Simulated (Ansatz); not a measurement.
# Match the barriers

Saddle point of ZnAsNH6O, singlet (ZnNH₃O ([NH2][Zn][OH]) + AsH₃ → ZnAsH₃O ([OH][Zn][AsH2]) + NH₃ (still joined by a long Zn–N bond); bonds formed: N2–H4; dative contacts that become bonds: Zn1–As5; bonds broken: H4–As5; bonds weakened to dative contacts: Zn1–N2), PBE0-D4/def2-TZVP structure:

```xyz
10
angstrom
Zn -0.6514 -0.8033 -0.2313
N 1.2875 -0.6686 -0.2447
O -2.2309 -1.6284 -0.4415
H 1.0976 0.7511 0.2067
As -0.2866 1.6936 0.5361
H 1.7826 -1.2735 0.4024
H 1.7366 -0.7817 -1.1476
H -2.1585 -2.5408 -0.7281
H -0.3156 2.9637 -0.2705
H -0.2613 2.2879 1.9186
```

Program: Ansatz 0.2.0. Basis: def2-TZVPP, with def2-QZVPP for the basis limit. Cores are frozen in the correlated methods. The 3s and 3p shells of Cu and Zn are frozen; filled d shells are correlated. The def2 sets are not built for correlating such inner shells, so the correlated values are less sure here. Extrapolation: Hartree–Fock as exp(−7.88 √X), correlation as X^−2.97. Four methods, as single points on the PBE0-D4 structures, gave these electronic barriers from the start structure: 0.749, 0.838, 1.004, 1.344 eV.

(1) The methods were, in alphabetical order, CCSD(T), HF, PBE-D4, PBE0-D4. Which gave which? (Judge from chemistry; the calculation decides.)

No T1 diagnostic of these runs exceeds 0.015. The end structure is not quite a true minimum (one mode of 59i cm⁻¹).

Results:

(1) The calculation gives: PBE-D4 0.749; PBE0-D4 0.838; CCSD(T) 1.004; HF 1.344 eV. For comparison, CCSD(T) at an estimated basis limit (MP2 extrapolated from triple and quadruple zeta, plus CCSD(T) − MP2 in triple zeta) gives 0.992 eV.

Labels in which every atom is bracketed show which atoms are joined, not bond orders.

For scale, one of the runs: CCSD(T)/def2-TZVPP, 258 basis functions, launched by `ansatz run in.yaml --threads 8 --pin off --events-out ev --progress --plain --max-ram 19148MiB`. The run took 3.4 min on 8 CPU threads of an Arm Neoverse V2 (shared host), with 6.1 GiB of host memory at its peak.
